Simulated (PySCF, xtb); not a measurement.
Precursor series Hf Cl-OH. All species are isolated molecules in the gas phase. One relaxed conformer stands for each flexible species; it need not be the lowest.

Quantity: redistribution energy (mixed species minus the weighted end members), in kcal/mol.

Level 1: PBE-D3(BJ)/def2-TZVP // BP86-D3(BJ)/def2-SVP (PySCF)
Level 2: TPSSh-D3(BJ)/def2-TZVP // BP86-D3(BJ)/def2-SVP (PySCF)
Level 3: B3LYP/LANL2DZ // BP86-D3(BJ)/def2-SVP (PySCF)
Level 4: GFN2-xTB (xtb)

```json
[
 {"species": "3 of 4 Cl replaced by OH: [Hf(Cl)(OH)3]", "level 1": "-3.82", "level 2": "-3.98", "level 3": "-6.13", "level 4": "-6.39"},
 {"species": "2 of 4 Cl replaced by OH: [Hf(Cl)2(OH)2]", "level 1": "-4.82", "level 2": "-5.08", "level 3": "-8.02", "level 4": "-7.85"},
 {"species": "1 of 4 Cl replaced by OH: [Hf(Cl)3(OH)]", "level 1": "-3.37", "level 2": "-3.62", "level 3": "-5.85", "level 4": "-5.32"}
]
```
